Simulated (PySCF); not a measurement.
```xyz
3
charge 0 multiplicity 1, angstrom
Ti   -0.1372    0.0000   -0.3813
N    -1.4334    0.0000    0.4733
F     1.4028    0.0000    0.6133
```

Method: PySCF, PBE0, basis Ti def2-TZVP, N def2-TZVP, F def2-TZVP (no relativity, density fitting).

This geometry of FTiN is a stationary point at this level.

(1) What is the point group?

(2) Is it a minimum?

(3) Give the ideal-gas entropy at 298.15 K and 1 bar by parts.

(4) What is the atomisation energy, with and without zero-point energy?

## Answers

(1) Cs.

(2) Yes: all harmonic wavenumbers are real.

(3) translation 163.7, rotation 96.0, vibration 8.3, spin 0.0; total 267.9 J/(mol K).

(4) 1037 kJ/mol without, 1025 kJ/mol with.

Stability towards spin polarisation was not tested. Other isomers or separated fragments may lie lower.
